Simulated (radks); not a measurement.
Correlation energies from several functionals, in hartree. Species: Sb [Kr] 4d10 5s2 5p3; N5+ [He]; Bi [Hg] 6p3; Be2+ [He]; Gd3+ [Xe] 4f7. All-electron calculation, non-relativistic Kohn-Sham, exchange-only LDA, spin-polarised, spherical densities, point nucleus. Program: a radial shooting solver on a logarithmic mesh with Libxc functionals. Every spin shell is full or empty, so the densities are truly spherical. Functionals are evaluated on that one density, not self-consistently.

| functional | Sb | N5+ | Bi | Be2+ | Gd3+ |
|---|---|---|---|---|---|
| PW92 | -4.8305 | -0.18120 | -8.6243 | -0.14954 | -6.1702 |
| VWN5 | -4.8520 | -0.18216 | -8.6596 | -0.15033 | -6.1967 |
| PZ | -4.8274 | -0.18072 | -8.6306 | -0.14881 | -6.1629 |
| Wigner | -2.6476 | -0.10786 | -4.4144 | -0.10414 | -3.2265 |
| PW91 | -2.9155 | -0.058302 | -5.4563 | -0.052961 | -3.7928 |
| OP (B88) | -2.4732 | -0.073300 | -4.3836 | -0.065614 | -3.1513 |
| SCAN | -2.6993 | -0.043249 | -5.1217 | -0.041471 | -3.5448 |
| r2SCAN | -2.7161 | -0.043249 | -5.1394 | -0.041471 | -3.5617 |
